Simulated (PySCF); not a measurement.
Excitation energies in several basis sets

Species: trifluorosilane, F3HSi.
InChI=1S/F3HSi/c1-4(2)3/h4H

TDDFT with PBE0 (PySCF), vertical singlets, core orbitals frozen in the response, spherical d and f functions. Isolated species at its PBE0-D3(BJ)/def2-SVP geometry, gas phase.

| basis | functions | diffuse | S1 (eV) | S2 (eV) | S3 (eV) | S4 (eV) | S5 (eV) | LUMO (eV) | α (au) |
| --- | --- | --- | --- | --- | --- | --- | --- | --- | --- |
| 6-31G* | 62 | no | 11.09 | 11.09 | 11.43 | 11.43 | 11.81 | 1.58 | 18.0 |
| def2-SVP | 65 | no | 11.20 | 11.20 | 11.50 | 11.59 | 11.98 | 1.49 | 17.8 |
| 6-31+G* | 78 | yes | 10.46 | 10.46 | 10.68 | 10.97 | 11.07 | 0.29 | 21.6 |
| def2-SVPD | 101 | yes | 10.60 | 10.60 | 10.85 | 11.33 | 11.59 | 0.49 | 24.4 |
| aug-cc-pVDZ | 105 | yes | 10.28 | 10.28 | 10.48 | 10.66 | 10.95 | 0.17 | 24.4 |
| def2-TZVP | 136 | no | 10.67 | 10.67 | 11.26 | 11.55 | 11.62 | 0.86 | 22.0 |
| def2-TZVPD | 172 | yes | 10.36 | 10.37 | 10.61 | 11.07 | 11.17 | 0.27 | 24.7 |
| aug-cc-pVTZ | 211 | yes | 10.25 | 10.25 | 10.49 | 10.61 | 11.00 | 0.11 | 24.7 |

Task: How much do these states and the polarisability depend on the basis?

Result: States are compared by their number. Against the largest diffuse basis here (aug-cc-pVTZ, itself not a converged limit), sets without diffuse functions differ by up to 0.95 eV in S1 and 0.99 eV in S5; the smaller diffuse sets differ by up to 0.36 and 0.60 eV. State by state, the largest deviation of a set without diffuse functions is S1 0.95, S2 0.95, S3 1.01, S4 0.98, S5 0.99 eV. The same number needn't mean the same state in each row. Against aug-cc-pVTZ the polarisability deviates by -27% in 6-31G*, -28% in def2-SVP, -12% in 6-31+G*, -1% in def2-SVPD, -1% in aug-cc-pVDZ, -11% in def2-TZVP, 0% in def2-TZVPD. A single + in a Pople set puts diffuse functions on heavy atoms only.
